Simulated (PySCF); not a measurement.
C7H11PS.
Numbering: `[CH2:1]=[CH:2][C@@H:3]1[CH2:4][P@@H:5](=[S:6])[C@@H:7]1[CH:8]=[CH2:9]`

Probes without a nucleus sit at each ring's centroid and 1 Å off its mean plane on both sides; NICS is minus the shielding there, NICSzz its component along the normal. Level: GIAO PBE0/pcSseg-1 (PySCF, non-relativistic, gas phase) on the GFN2-xTB geometry, one conformer.

Ring bond lengths (Å), with Mayer bond orders in brackets: C3–C4 1.549 (0.97), C4–P5 1.856 (0.89), P5–C7 1.862 (0.84), C7–C3 1.558 (0.94).

Problem. Give the NICS values of each ring in ppm.

Solution. 
```csv
ring,type,NICS(0),"NICS(1), two faces","NICS(1)zz, two faces",rms pucker (Å),"centre to ring atoms, mean (Å)"
C3–C4–P5–C7,4-membered ring with P; formal bonds all single,-2.8,-1.4 / -1.6,4.0 / 1.5,0.12,1.20
```

Problem. What do they say, and how far can they be read as aromaticity?

Solution. 
- C3–C4–P5–C7: mean NICS(1)zz 2.8 ppm, near zero. C3, C4, P5, C7 have four or more neighbours, and the NICS criterion for π rings isn't applied.

Problem. What are the shieldings of the ring atoms and their hydrogens in the same run (means over atoms taken as equivalent)?

Solution. 
```
  atoms                        environment  σ isotropic (ppm)
     C3                     allylic carbon              145.4
     C4     sp3 carbon bound to phosphorus              142.0
     P5  phosphorus bonded to 2 C, S and H              310.3
     C7     sp3 carbon bound to phosphorus              122.2
H on C3                   methine hydrogen              28.84
H on C4                 methylene hydrogen              29.37
H on C4                 methylene hydrogen              29.06
H on P5                       P–H hydrogen              24.09
H on C7                   methine hydrogen              27.99
```

Conformer computed: `[CH2:1]=[CH:2][C@@H:3]1[CH2:4][P@@H:5](=[S:6])[C@@H:7]1[CH:8]=[CH2:9]`: C1–C2–C3–C4 -127°, P5–C7–C8–C9 23°.
